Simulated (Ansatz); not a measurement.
Basis sets compared for V₂O₇H₄. Total charge 0; singlet. Geometry PBE-D4/def2-SVP. Ansatz on 4 threads of Intel Xeon Platinum 8175M on a shared host; times are rough, and most runs start from earlier orbitals.

Cartesian coordinates in Å:
```
V -0.484 1.674 -0.961
V -0.127 -0.483 0.639
O 0.070 -0.125 -1.050
O -1.991 1.862 -1.393
O 0.524 2.927 -1.742
O -0.644 1.040 0.987
O 1.123 -2.289 0.013
O -1.333 -1.632 1.193
O 0.541 3.077 -0.335
H -2.175 -1.332 1.590
H 2.010 -2.234 0.420
H 1.216 -0.393 1.574
H 1.270 -2.093 -0.935
```

The structure holds one bond between oxygen atoms, so isomers without such links may lie far lower. The restricted singlet is unstable towards broken spin symmetry in Hartree–Fock (as tested in another run); at PBE-D4/def2-SVP, PBE-D4/def2-TZVPD, PBE0-D4/def2-SVP, PBE0-D4/def2-TZVP and others this wasn't settled. The structure comes from a short search, and lower isomers may exist.

Binding counts from free atoms (V quartet, O triplet, H doublet) in the same basis, without a counterpoise term.

```json
{"level": "PBE-D4/def2-SVP", "functions": "180", "energy (Eh)": "-2415.6186", "HOMO (eV)": "-5.60", "LUMO (eV)": "-4.37", "binding per atom (eV)": "–", "wall time": "4 s"}
{"level": "PBE-D4/def2-TZVP (with forces)", "functions": "331", "energy (Eh)": "-2416.5162", "HOMO (eV)": "-5.80", "LUMO (eV)": "-4.51", "binding per atom (eV)": "–", "wall time": "10 s"}
{"level": "PBE0-D4/def2-SVP", "functions": "180", "energy (Eh)": "-2415.4946", "HOMO (eV)": "-7.18", "LUMO (eV)": "-3.71", "binding per atom (eV)": "4.00", "wall time": "7 s"}
{"level": "PBE0-D4/def2-TZVP", "functions": "331", "energy (Eh)": "-2416.3967", "HOMO (eV)": "-7.24", "LUMO (eV)": "-3.69", "binding per atom (eV)": "–", "wall time": "17 s"}
```

Estimate the rows for PBE-D4/def2-TZVPD, PBE0-D4/def2-TZVPD.


| level | functions | energy (Eh) | HOMO (eV) | LUMO (eV) | binding per atom (eV) | wall time |
| --- | --- | --- | --- | --- | --- | --- |
| PBE-D4/def2-TZVPD | 412 | -2416.5232 | -5.83 | -4.54 | – | 14 s |
| PBE0-D4/def2-TZVPD | 412 | -2416.4036 | -7.25 | -3.69 | – | 25 s |
